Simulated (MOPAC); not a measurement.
Job for MOPAC: PM3 on BrH2InO (SMILES [OH][InH][Br]), a point of a torsion scan.

```
PM3 1SCF PRECISE CHARGE=0 THREADS=1
BrH2InO

O     -1.39061845 1    -0.30846060 1    -0.25870105 1
In     0.36587215 1     0.47457716 1    -0.05804922 1
Br     2.15033370 1    -1.19875693 1     0.24144463 1
H     -1.76936975 1    -0.85661172 1     0.42658299 1
H      0.54949098 1     2.13096587 1    -0.29467910 1
```

Output:

```
*******************************************************************************
 **                                                                           **
 **                              MOPAC v23.2.5                                **
 **                                                                           **
 *******************************************************************************
 ** MOPAC's Digital Object Identifier: https://doi.org/10.5281/zenodo.6511958 **
 **                                                                           **
 ** Please cite the open-source release paper for use of this MOPAC version:  **
 ** J. E. Moussa and J. J. P. Stewart (2026)                                  **
 ** MOPAC: An open-source semiempirical molecular orbital program             **
 ** J. Open Source Softw., 11(119), 8025, https://doi.org/10.21105/joss.08025 **
 *******************************************************************************

                              PM3 CALCULATION RESULTS

 *******************************************************************************
 *  PM3        - The PM3 Hamiltonian to be used
 *
 *
 *
 *                 CHARGE ON SYSTEM = 0
 *
 *
 *
 *  PRECISE    - TIGHTER CRITERIA TO BE USED
 *  1SCF       - DO 1 SCF AND THEN STOP
 *  THREADS=1  - MULTI-THREADING NOT USED
 *  T=         - A TIME OF 172800.0 SECONDS REQUESTED
 *  DUMP=N     - RESTART FILE WRITTEN EVERY 7200.0 SECONDS REQUESTED
 *******************************************************************************
PM3 1SCF PRECISE CHARGE=0 THREADS=1
 BrH2InO

   ATOM   CHEMICAL          X               Y               Z
  NUMBER   SYMBOL      (ANGSTROMS)     (ANGSTROMS)     (ANGSTROMS)

     1       O         -1.39061845  *  -0.30846060  *  -0.25870105  *
     2      In          0.36587215  *   0.47457716  *  -0.05804922  *
     3      Br          2.15033370  *  -1.19875693  *   0.24144463  *
     4       H         -1.76936975  *  -0.85661172  *   0.42658299  *
     5       H          0.54949098  *   2.13096587  *  -0.29467910  *



          CARTESIAN COORDINATES

    NO.       ATOM           X           Y           Z

     1         O         -1.3906     -0.3085     -0.2587
     2        In          0.3659      0.4746     -0.0580
     3        Br          2.1503     -1.1988      0.2414
     4         H         -1.7694     -0.8566      0.4266
     5         H          0.5495      2.1310     -0.2947

  H: (PM3): J. J. P. STEWART, J. COMP. CHEM. 10, 209 (1989).
  O: (PM3): J. J. P. STEWART, J. COMP. CHEM. 10, 209 (1989).
 Br: (PM3): J. J. P. STEWART, J. COMP. CHEM. 10, 209 (1989).
 In: (PM3): J. J. P. STEWART, J. COMP. CHEM. 12, 320-341 (1991).

           Empirical Formula: H2 O In Br  =     5 atoms



      MOLECULAR POINT GROUP   :   C1


      RHF CALCULATION, NO. OF DOUBLY OCCUPIED LEVELS = 9


 -------------------------------------------------------------------------------
 PM3 1SCF PRECISE CHARGE=0 THREADS=1
 BrH2InO



     1SCF WAS SPECIFIED, SO BFGS WAS NOT USED
     SCF FIELD WAS ACHIEVED


                              PM3 CALCULATION
                                                       MOPAC v23.2.5 Linux




          FINAL HEAT OF FORMATION =        -35.00678 KCAL/MOL =    -146.46838 KJ/MOL


          COSMO AREA              =        111.12 SQUARE ANGSTROMS
          COSMO VOLUME            =         95.83 CUBIC ANGSTROMS

          IONIZATION POTENTIAL    =         11.934114 EV
          HOMO LUMO ENERGIES (EV) =        -11.934 -3.068
          NO. OF FILLED LEVELS    =          9
          MOLECULAR WEIGHT        =        212.7392         POINT GROUP:  C1

          MOLECULAR DIMENSIONS (Angstroms)

            Atom       Atom       Distance
            H     4   Br     3     3.93896
            H     5   Br     3     3.23861
            H     5    O     1     0.54491


          SCF CALCULATIONS        =          1





   ATOM   CHEMICAL          X               Y               Z
  NUMBER   SYMBOL      (ANGSTROMS)     (ANGSTROMS)     (ANGSTROMS)

     1       O         -1.39061845  *  -0.30846060  *  -0.25870105  *
     2      In          0.36587215  *   0.47457716  *  -0.05804922  *
     3      Br          2.15033370  *  -1.19875693  *   0.24144463  *
     4       H         -1.76936975  *  -0.85661172  *   0.42658299  *
     5       H          0.54949098  *   2.13096587  *  -0.29467910  *

                             CARTESIAN COORDINATES

   1    O       -1.390618450    -0.308460600    -0.258701050
   2   In        0.365872150     0.474577160    -0.058049220
   3   Br        2.150333700    -1.198756930     0.241444630
   4    H       -1.769369750    -0.856611720     0.426582990
   5    H        0.549490980     2.130965870    -0.294679100


           Empirical Formula: H2 O In Br  =     5 atoms



      MOLECULAR POINT GROUP   :   C1


                  EIGENVALUES
 -36.17149 -19.53276 -17.70780 -15.50190 -13.85148 -13.00525 -12.36323 -12.17186
 -11.93411  -3.06757  -2.08793  -0.60486   0.87392   4.48567


              NET ATOMIC CHARGES AND DIPOLE CONTRIBUTIONS

  ATOM NO.   TYPE          CHARGE      No. of ELECS.   s-Pop       p-Pop
    1          O          -0.405387        6.4054     1.74923     4.65616
    2         In           0.338396        2.6616     1.13399     1.52761
    3         Br          -0.264600        7.2646     1.79718     5.46742
    4          H           0.226107        0.7739     0.77389
    5          H           0.105484        0.8945     0.89452
 DIPOLE           X         Y         Z       TOTAL
 POINT-CHG.    -1.074     3.045     0.417     3.255
 HYBRID        -0.738    -1.236     0.424     1.500
 SUM           -1.812     1.809     0.841     2.695


          ATOMIC ORBITAL ELECTRON POPULATIONS

     Atom    s        px        py        pz
    1  O   1.74923   1.47309   1.68756   1.49551
    2 In   1.13399   0.53002   0.77422   0.22338
    3 Br   1.79718   1.75905   1.77799   1.93037
    4  H   0.77389
    5  H   0.89452

 **********************
 *                    *
 * JOB ENDED NORMALLY *
 *                    *
 **********************




 == MOPAC DONE ==
```

The run finished.

Cost: around 0.03 core-seconds (rough).
